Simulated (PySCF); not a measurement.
## MNi for M along the chalcogens

PBE0 with triple-zeta basis sets in PySCF, for the lowest determinant that a PBE0 search found; no spin–orbit coupling. De refers to high-spin ground-configuration atoms. A positive dipole means M(−)Ni(+).

| M | basis | state (unpaired electrons) | Re (Å) | ωe (cm⁻¹) | De (eV) | μ (D) |
| --- | --- | --- | --- | --- | --- | --- |
| O | def2-TZVPP | triplet (π ↑↑) | 1.613 | 890 | n/a | 4.85 |
| S | x2c-TZVPPall | triplet (π ↑↑) | 1.943 | 546 | n/a | 4.35 |
| Se | x2c-TZVPPall | triplet (π ↑↑) | 2.069 | 399 | n/a | 4.11 |

The shortest bond is that of NiO (1.613 Å), the longest that of NiSe (2.069 Å).

The rows differ in basis set, which adds steps of its own.

Relativity is treated differently too: O no relativity; S spin-free X2C; Se spin-free X2C.

De is n/a where a free atom or ion gave no sound limit at this level.

Down a group bonds as a rule get longer and wavenumbers fall, partly through the reduced mass; this series shows no clear exception.

De is left out where the level can put another filling of the metal’s s and d shells below the measured ground configuration, by anything from nothing to about 1 eV. Spin–orbit coupling is left out. The state is the lowest single determinant that the PBE0 search found; with open d or f shells the true ground state can be another one.
